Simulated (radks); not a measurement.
Results of a calculation; reference values are marked as such.
Question: All-electron atom: neutral silicon in [Ne] 3s2 3p2. Level of theory: non-relativistic Kohn-Sham, Slater X-alpha with alpha = 0.654, spin-polarised, spherical densities, point nucleus; open shells are filled with parallel spins first (a radial shooting solver on a logarithmic mesh with Libxc functionals). Some entries of the table are withheld. Estimate them.

orbital  occ.  eigenvalue (hartree)  <r> (bohr)
1s up       1             -65.02892      0.1121
1s down     1             -65.02310      0.1121
2s up       1                   (1)         (2)
2s down     1                   (3)         (4)
2p up       3              -3.43363      0.5411
2p down     3              -3.42398      0.5403
3s up       1              -0.38126         (5)
3s down     1              -0.30440         (6)
3p up       2              -0.13995       2.834
3p down     0              -0.06595       3.026

Answer: 
(1) 2s up eigenvalue (hartree): -4.99269
(2) 2s up <r> (bohr): 0.5739
(3) 2s down eigenvalue (hartree): -4.98502
(4) 2s down <r> (bohr): 0.5733
(5) 3s up <r> (bohr): 2.183
(6) 3s down <r> (bohr): 2.184
